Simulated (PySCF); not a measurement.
**Vibration and rotation of CaTl**

ROHF-CCSD(T) constants of CaTl, ²Π (doublet), unpaired electrons π ↑ (Ca def2-SVP, Tl def2-SVP with ECP60; scalar-relativistic core potentials (PySCF 2.14); masses 39.9626 and 204.9744 u):

* ωe: 94.8 cm⁻¹
* ωexe: 0.789 cm⁻¹
* Be: 0.042636 cm⁻¹
* αe: 0.000365 cm⁻¹
* D (centrifugal): 3.45e-08 cm⁻¹
* De to Ca + Tl: 0.337 eV

Problem. Give the vibrational terms G(v) and spacings up to v = 6.

Solution. G(v) = ωe(v+½) − ωexe(v+½)².

```
v  G(v) (cm⁻¹)  G(v) − G(v−1)  Bv (cm⁻¹)
0           47                   0.04245
1          140             93    0.04209
2          232             92    0.04172
3          322             90    0.04136
4          411             88    0.04099
5          498             87    0.04063
6          583             85    0.04026
```

Problem. How well does the Morse estimate ωe²/(4ωexe) reproduce De, and what is D0?

Solution. It gives 0.353 eV, 105 % of the computed De. D0 = De − G(0) = 0.337 − 0.006 = 0.331 eV.

Correlated steps freeze 9 core orbitals. The bond is weak. Basis-set superposition, not corrected here, can be much of De in a small basis, most of all at correlated wavefunction levels. These are scalar-relativistic numbers at best; spin–orbit coupling would shift them, the dissociation energy most. The state is the lowest determinant that a PBE0 search found; another state may lie lower at other levels.
